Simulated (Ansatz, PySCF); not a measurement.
Pair of molecules: C2H4 (SMILES C=C) (first 6 atoms) with C2H6O (SMILES COC); geometry from B3LYP-D3(BJ)/def2-TZVP, rigid monomers moved along the line of their centres of mass till H3···O8 is 2.82 Å.
(charge 0, multiplicity 1):
```xyz
15

C     -0.444     0.263     0.861
C      0.714    -0.149     0.366
H     -0.822    -0.103     1.808
H     -1.056     0.986     0.334
H      1.097     0.217    -0.580
H      1.328    -0.876     0.886
C     -0.582     1.023     4.924
O     -0.558    -0.351     4.604
C      0.750    -0.881     4.609
H     -0.007     1.612     4.198
H     -0.171     1.207     5.926
H     -1.621     1.346     4.902
H      1.391    -0.365     3.884
H      0.676    -1.933     4.337
H      1.210    -0.799     5.603
```

Interaction energies are E(AB) − E(A) − E(B) at the monomers' geometry in the complex; basis-set methods are counterpoise corrected. Rows marked so take none.

Correlated levels freeze the cores. Rows in 3-21G, 6-311+G**, 6-31G* carry no dispersion term and start afresh at each structure (6-31G* with six Cartesian d functions).

Run with Ansatz (Gaussian orbitals); PySCF for 3-21G rows, 6-311+G** rows, 6-31G* rows, the dispersion terms. Each number belongs to the level named beside it.

```csv
level,interaction energy (kcal/mol)
HF/3-21G (no counterpoise),-2.04
HF/6-31G* (no counterpoise),-1.03
PBE-D3(BJ)/def2-TZVPPD,-1.87
B3LYP/6-31G* (no counterpoise),-1.37
B3LYP/6-311+G** (no counterpoise),-0.42
B3LYP-D3(BJ)/def2-TZVPPD,-1.68
M06-2X/6-31G* (no counterpoise),-2.21
wB97M-V/def2-TZVPPD,-1.57
CCSD/aug-cc-pVDZ,[?]
```

Task: What belongs in the gaps?

Result: 
- CCSD/aug-cc-pVDZ, interaction energy (kcal/mol): -1.30

Ansatz is a quantum-chemistry and plane-wave program.
